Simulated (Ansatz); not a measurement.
Q: Name a neutral molecule of As, C, O, S and H with ideal-gas entropy at 298 K and 1 bar (rigid rotor, harmonic PBE0-D4/def2-TZVP) between 328 and 344 J/(mol·K) and HOMO energy (PBE0/def2-TZVPP) between -7.10 and -6.80 eV (Ansatz, PBE0-D4/def2-TZVP geometry).

A: `O[As]1OCS1` (335 J/(mol·K), -7.04 eV). Other molecules can fit too; these were computed, each in one conformer that needn't be the lowest.
